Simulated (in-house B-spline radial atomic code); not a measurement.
Configurations of Ba V (Ba4+), with energies counted from [Kr] 4d10 5s2 5p4. All numbers are computed (Dirac-Hartree-Fock, average of configuration; Fermi nucleus of rms radius 4.8378 fm) with an all-electron radial atomic-structure program (B-spline basis), not measured. Energies include first-order Breit, QED and recoil terms.

Occupations are held fixed; configurations that lie above the ionisation limit could autoionise.

| configuration | E - E(ref) (eV) | highest orbital | its <r> (bohr) |
| --- | --- | --- | --- |
| [Kr] 4d10 5s2 5p3 7s1 | 40.678 | 7s1/2 | 5.63 |
| [Kr] 4d10 5s2 5p3 5g1 | 45.386 | 5g7/2 | 5.408 |
| [Kr] 4d10 5s2 5p3 6f1 | 46.449 | 6f7/2 | 6.863 |
| [Kr] 4d10 5s2 5p3 9f1 | 54.011 | 9f7/2 | 18.93 |
| [Kr] 4d10 5s1 5p4 7g1 | 70.287 | 7g7/2 | 12.49 |
| [Kr] 4d9 5s2 5p4 6f1 | 127.33 | 6f7/2 | 6.705 |
| [Kr] 4d9 5s2 5p4 8f1 | 133.56 | 8f7/2 | 14.09 |
| [Ar] 3d9 4s2 4p6 4d10 5s2 5p4 6s1 | 805.32 | 6s1/2 | 3.23 |

(1) Order these further configurations by energy, lowest first.
A. [Kr] 4d10 5s2 5p3 6d1
B. [Ar] 3d9 4s2 4p6 4d10 5s2 5p4 8g1
C. [Kr] 4d10 5s1 5p4 6g1
D. [Kr] 4d10 5s1 5p4 9f1
E. [Ar] 3d9 4s2 4p6 4d10 5s2 5p4 5f1

(2) How far above the reference does [Kr] 4d10 5s1 5p4 5d1 lie?

(3) How far above the reference does [Kr] 4d10 5s1 5p4 8g1 lie?

(4) How far above the reference does [Kr] 4d10 5s2 5p3 8f1 lie?

## Answers

(1) A (39.33 eV), C (67.759 eV), D (72.215 eV), E (817.81 eV), B (832.65 eV).

(2) 39.838 eV; its least bound orbital is 5d5/2 with <r> = 2.321 bohr.

(3) 71.932 eV; its least bound orbital is 8g7/2 with <r> = 16.95 bohr.

(4) 52.502 eV; its least bound orbital is 8f7/2 with <r> = 14.31 bohr.
